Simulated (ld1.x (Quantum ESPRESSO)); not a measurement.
PBEsol ultrasoft dataset for nickel, scalar-relativistic all-electron reference.

```
Element                 : nickel (Ni)
Generator               : ld1.x (Quantum ESPRESSO) 7.5
Type                    : ultrasoft
Functional              : PBEsol
Relativity              : scalar-relativistic
Frozen core             : [Ar]
Valence charge          : 10
Reference configuration : 3d8 4s2 4p0
Partial waves           : 4s (bound): rcut 1.80, rcutus 2.25 bohr; 4s channel at 1.65 Ry: rcut 1.80, rcutus 2.25 bohr; 4p (bound, empty): rcut 1.95, rcutus 2.92 bohr; 4p channel at 1.5 Ry: rcut 1.95, rcutus 2.92 bohr; 3d (bound): rcut 0.85, rcutus 0.95 bohr; 3d channel at -0.05 Ry: rcut 0.85, rcutus 0.95 bohr
Local potential         : all-electron potential smoothed inside 2.15 bohr (lloc = -1)
Core correction         : Bessel-smoothed model core inside 0.85 bohr
Augmentation charge     : PSQ, inside the norm-conserving radii
```

* Cutoffs needed: 160 Ry and 230 Ry (the cutoffs (Ry, on a coarse ladder) from which the occupation-weighted sum of valence levels, in a spherical-Bessel basis at the reference potential, stays within 10 and 1 mRy of its value at 400 Ry)
* Ghost test: no extra level below or beside the all-electron valence levels (s, p, d, f tested) (spherical-Bessel basis up to 400 Ry, 20 bohr box)
* Largest excitation error: -184 meV (all-electron minus pseudo) for 3d7 4s0 4p0, out of 7 test configurations
* Lowest eigenvalue of the overlap operator: 0.42 (s channel)
* Density cutoff estimated by the generator: 556 Ry
